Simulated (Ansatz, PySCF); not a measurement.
Pair of molecules: aminoborane (SMILES BN) (first 6 atoms) with HF (SMILES F); geometry from B3LYP-D3(BJ)/def2-TZVP, rigid monomers moved along the line of their centres of mass till N2···H8 is 2.21 Å.
(charge 0, multiplicity 1):
```json
[
 {"atom": "B", "x (Å)": "0.9064", "y (Å)": "-0.1258", "z (Å)": "0.0613"},
 {"atom": "N", "x (Å)": "-0.1434", "y (Å)": "0.5794", "z (Å)": "0.6653"},
 {"atom": "H", "x (Å)": "0.6626", "y (Å)": "-0.8237", "z (Å)": "-0.8706"},
 {"atom": "H", "x (Å)": "1.9991", "y (Å)": "-0.0255", "z (Å)": "0.5206"},
 {"atom": "H", "x (Å)": "0.0124", "y (Å)": "1.2765", "z (Å)": "1.3784"},
 {"atom": "H", "x (Å)": "-1.0649", "y (Å)": "0.6332", "z (Å)": "0.2571"},
 {"atom": "F", "x (Å)": "-1.1109", "y (Å)": "-1.5154", "z (Å)": "2.7965"},
 {"atom": "H", "x (Å)": "-0.7713", "y (Å)": "-0.9375", "z (Å)": "2.1387"}
]
```

Counterpoise-corrected where a basis set is named; no monomer relaxation. Rows marked so take none.

Correlated levels freeze the cores. Rows in 6-31G* carry no dispersion term and start afresh at each structure (6-31G* with six Cartesian d functions).

Run with Ansatz (a program for electronic structure); PySCF for 6-31G* rows. Each number belongs to the level named beside it.

Problem. Give the interaction energy at the level BP86/6-31G* (no counterpoise).

Solution. -5.1 kcal/mol

Problem. Give the interaction energy at the level MP2/aug-cc-pVDZ.

Solution. -4.3 kcal/mol

Problem. Predict the interaction energy from HF/aug-cc-pVTZ.

Solution. -3.8 kcal/mol
